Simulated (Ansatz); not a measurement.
The cluster Cs₄Cl₄⁻. Charge -1, multiplicity 2. Geometry PBE-D4/def2-SVPD; atoms count from 1.

Cartesian coordinates in Å:
```
Cs 1.1112 -2.0590 -2.6157
Cs 3.2752 1.1605 0.4807
Cs -1.1400 2.1699 2.5124
Cs -3.2387 -1.3000 -0.3498
Cl -4.1101 0.8320 2.0081
Cl -2.0023 -3.1251 -2.8008
Cl 4.1071 -0.8203 -2.0192
Cl 1.9976 3.1420 2.7844
```

In the def2 sets Cs takes a core potential; there is no spin–orbit coupling. Another isomer (doublet) lies 0.51 eV lower at PBE0-D4/def2-TZVPD; other spin states weren't run for this one.

(1) Estimate the Mulliken populations from the PBE0/def2-TZVPD orbitals of Ansatz.

(2) Where does the spin sit?

Answers

(1) 
| atom | charge (e) | spin (α − β) |
| --- | --- | --- |
| Cs1 | 0.71 | 0.24 |
| Cs2 | 0.67 | 0.28 |
| Cs3 | 0.71 | 0.24 |
| Cs4 | 0.67 | 0.28 |
| Cl5 | -0.94 | -0.01 |
| Cl6 | -0.94 | -0.01 |
| Cl7 | -0.94 | -0.01 |
| Cl8 | -0.94 | -0.01 |
Mulliken values depend strongly on the basis. With diffuse functions, as here, like atoms can get unlike values, and bond orders can come out too low or too high.

(2) Summed by element: Cs 1.05, Cl -0.05, of 1 unpaired in all. Largest on single atoms: Cs2 0.28, Cs4 0.28, Cs1 0.24.
